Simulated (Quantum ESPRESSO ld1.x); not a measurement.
Q: Species: Tc31+. Configuration: [Ne] 3s2 (the NIST ground configuration). Method: scalar-relativistic Kohn-Sham, LDA (Slater exchange, VWN5 correlation), spin-polarised, spherical densities, point nucleus; computed with ld1.x of Quantum ESPRESSO 7.5. Some entries of the table are withheld. Estimate them.

orbital,occ.,eigenvalue (hartree),<r^2> (bohr^2),<r> (bohr)
1s,2,-828.010,0.001587,0.03430
2s,2,(1),0.02546,(2)
2p,6,(3),0.01986,(4)
3s,2,(5),(6),0.3579

A: 
(1) 2s eigenvalue (hartree): -168.033
(2) 2s <r> (bohr): 0.1472
(3) 2p eigenvalue (hartree): -157.323
(4) 2p <r> (bohr): 0.1278
(5) 3s eigenvalue (hartree): -66.5012
(6) 3s <r^2> (bohr^2): 0.1456
